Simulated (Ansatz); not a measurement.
Molecule: sum formula H₄BSiO₃ (charge -1, singlet). It need not be the lowest isomer of its formula. Whether it binds its extra electron was not tested at this geometry. 
Geometry from a B3LYP-D3(BJ)/def2-TZVP (Ansatz, a quantum-chemistry and plane-wave program) optimisation:
```xyz
9

O     -1.9232    -1.1839    -0.0181
B     -0.8642    -0.2907    -0.2003
O     -1.0811     0.7191    -1.1128
O      0.2768    -0.4563     0.5017
Si     1.6663     0.6387     0.3240
H     -1.6371    -1.8277     0.6375
H     -0.2602     1.2559    -1.1301
H      1.9454     0.8800     1.8161
H      2.7649    -0.4262     0.1759
```
Charge -1, spin multiplicity 1.

Parts of the frozen-core correlation energy in cc-pVTZ (Ansatz, hartree). Frozen orbitals: 9; correlated occupied orbitals by spin: 15 and 15; virtual: 186 and 186. No spin-orbit coupling. Non-relativistic.

```json
[
 {"term": "reference (HF)", "value": "-540.83443"},
 {"term": "MP2 opposite-spin", "value": "___"},
 {"term": "MP2 same-spin", "value": "___"},
 {"term": "CCSD correlation", "value": "-0.97441"},
 {"term": "(T)", "value": "___"},
 {"term": "T1 diagnostic", "value": "0.013"},
 {"term": "largest doubles amplitude", "value": "0.052"}
]
```

Q: Complete the blanks.

A: 
- MP2 opposite-spin, value: -0.71415
- MP2 same-spin, value: -0.23547
- (T), value: -0.03702
